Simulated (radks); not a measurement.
The numbers below are computed, except where a source is named.
These are the eigenvalues of the occupied orbitals of an atom or ion with whole-number occupations (hartree). Code: a radial shooting solver on a logarithmic mesh with Libxc functionals. Model: scalar-relativistic Kohn-Sham, SCAN, spin-polarised, spherical densities, finite nucleus; meta-GGA in the generalised Kohn-Sham scheme; Fermi nuclear charge, rms radius of each element as measured or else 0.836 A^(1/3) + 0.57 fm.

orbital  eigenvalue
1s up     -1807.437
1s down   -1807.433
2s up     -320.6201
2s down   -320.5400
2p up     -288.5261
2p down   -288.4542
3s up     -91.55598
3s down   -91.51288
3p up     -81.49141
3p down   -81.43849
3d up     -68.20421
3d down   -68.11890
4s up     -37.15114
4s down   -36.81645
4p up     -33.52624
4p down   -33.19689
4d up     -28.53583

Which element is it, and in what charge state? The configuration may be excited. Open shells, if any, are filled with parallel spins first.

Answer. Z = 63, europium, charge +24: Eu24+ in [Kr] 4d3. The list shows which subshells hold electrons but not how many an open one holds; the 1s level, -1807.4 hartree, gives Z - s = 60.1 by -(Z - s)^2/2, which with screening and relativity narrows Z to a few neighbours, and the depths of the outer levels then fix element, charge and occupations together.
